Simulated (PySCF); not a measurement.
Species: C5H14NPSi2.
SMILES with atom numbers: `[PH2:1][Si@@H:2]1[CH2:3][N:4]([CH:5]2[CH2:6][CH2:7]2)[CH2:8][SiH2:9]1`

NICS is the negative of the GIAO shielding at a point without a nucleus: at the ring centre (0) and 1 Å above and below it (1); zz is the component along the ring normal. Level: GIAO PBE0/pcSseg-1 (PySCF, non-relativistic, gas phase) on the GFN2-xTB geometry, one conformer.

Rings: 1. Si2–C3–N4–C8–Si9; 2. C5–C6–C7.

```
set  NICS(0)  NICS(1), two faces  NICS(1)zz, two faces
  P    -42.8         -9.7 / -7.9         -23.5 / -16.9
  Q     -6.0         -4.2 / -4.8           -6.5 / -6.5
```

Q: Which set (ppm) belongs to which ring?

A: P = 2, Q = 1.
- 1 (5-membered ring with N and 2 Si; formal bonds all single): mean NICS(1)zz -6.5 ppm, shielded. Si2, C3, C8, Si9 have four or more neighbours, so the value isn't read as a sign of a π ring current.
- 2 (3-membered carbocycle; formal bonds all single): mean NICS(1)zz -20.2 ppm, shielded. C5, C6, C7 have four or more neighbours; no verdict on aromaticity is drawn.

Q: How do the rings differ in shape?

A: 
```csv
ring,bond lengths (Å),rms pucker (Å),HOMA,nearest outside atom to a NICS(1) probe (Å)
1,"1.947, 1.450, 1.453, 1.936, 2.321",0.19,–,hydrogen 1.34
2,"1.497, 1.499, 1.498",0.00,–,hydrogen 1.44
```

The run took 1.9 min wall on one thread, Arm Neoverse N1 (aarch64) (shared host), and the process peaked at 1.1 GiB of memory. This is the whole shielding run at PBE0/pcSseg-1, SCF included.
